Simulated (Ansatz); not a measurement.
CH6BSb, SMILES `[BH2][SbH][CH3]`. Charge 0, multiplicity 1. Sb: def2 effective core potential.

```xyz
9

B     1.5822    0.9130   -0.3358
Sb    0.3063   -0.7861   -0.8940
C    -1.4648   -0.3149    0.2518
H     1.1157    2.0102   -0.2492
H     2.7655    0.7714   -0.2579
H     0.9959   -1.8991    0.1971
H    -1.2283   -0.1863    1.3055
H    -2.1900   -1.1178    0.1289
H    -1.8826    0.6095   -0.1464
```

**Question.** List the harmonic frequencies (cm⁻¹, unscaled) at PBE0-D4/def2-TZVP in Ansatz. (Estimate.)

**Answer.** Ansatz gave: 97, 135, 263, 387, 519, 528, 574, 657, 804, 840, 899, 1147, 1233, 1453, 1461, 1968, 2585, 2687, 3076, 3173, 3187.

**Question.** Is this a minimum?

**Answer.** Yes, all 21 modes are real.

**Question.** Give the ideal-gas thermochemistry at 298.15 K and 1 bar (rigid rotor, harmonic oscillator; point group C1, symmetry number 1).

**Answer.** Zero-point energy 165.5 kJ/mol; H(298) − E = 183.8 kJ/mol; entropy 324.8 J/(mol·K), of which translation 171.4, rotation 104.3, vibration 49.1; G(298) − E = 86.9 kJ/mol. Modes under 100 cm⁻¹ are hindered rotations or soft bends, so the harmonic entropy is rough.
